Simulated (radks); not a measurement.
Values are calculated unless marked as measured or tabulated.
Ru, 44 electrons, occupied as [Kr] 4d7 5s0.5 5p0.5 (fractional occupations, a model configuration). Code: a radial shooting solver on a logarithmic mesh with Libxc functionals. Model: scalar-relativistic Kohn-Sham, BLYP, spin-unpolarised, spherical densities, finite nucleus; Fermi nuclear charge, rms radius 4.4809 fm.

Local quantities along the radius. ELF = 1/(1 + alpha^2) is the electron localisation function; alpha = (tau - tau_W)/tau_unif compares the Pauli kinetic energy density with that of the uniform gas. tau is taken from the large components.

```
   r/bohr * ELF (the largest magnitude, 1, reaches the edge; | marks zero)
 0.001546 |                                                      *
 0.002112 |                                                      *
 0.002862 |                                                      *
 0.003879 |                                                      *
 0.005299 |                                                      *
 0.007182 |                                                      *
 0.009733 |                                                      *
   0.0133 |                                                      *
  0.01802 |                                                     *
  0.02442 |                                                 *
  0.03337 |                                  *
  0.04522 |                  *
  0.06178 |                    *
  0.08372 |                                    *
   0.1135 |                                         *
    0.155 |                           *
   0.2101 |                *
   0.2847 |                                  *
    0.389 |                                          *
   0.5272 |                        *
   0.7145 |           *
   0.9761 |                                      *
    1.323 |                                     *
    1.793 |                    *
    2.449 |         *
    3.319 |     *
    4.499 |   *
    6.146 |  *
    8.329 |*
    11.29 *
    15.42 *
```

On this mesh the ELF has minima near r = 0.053, 0.21, 0.71 bohr, which separate the shells, and maxima near 0.11 (0.76), 0.39 (0.77), 1.1 (0.75).
